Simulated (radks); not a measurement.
The nuclear charge of neutral neon is varied continuously with 10 electrons held in [Ne]. Calculated with a radial shooting solver on a logarithmic mesh with Libxc functionals: Dirac Kohn-Sham, PBE, spin-unpolarised, spherical densities, finite nucleus; Fermi nuclear charge, rms radius 3.0055 fm. By the Hellmann-Feynman theorem dE/dZ = E(electron-nucleus)/Z, the electronic potential at the nucleus (averaged over a nucleus of fixed radius).

Z     E (hartree)  E(electron-nucleus)/Z (hartree)   HOMO  e(HOMO) (eV)  <r> HOMO (bohr)
9.8    -122.86424                         -30.3386  2p3/2        -9.627            1.031
10     -129.01345                         -31.1533  2p3/2       -13.298           0.9826
10.2   -135.32547                         -31.9667  2p3/2       -17.289           0.9393
10.4   -141.80006                         -32.7791  2p3/2       -21.590           0.9004

The central difference of E at Z = 10 is -31.153 hartree, to compare with the third column; the second derivative is -4.07 hartree.
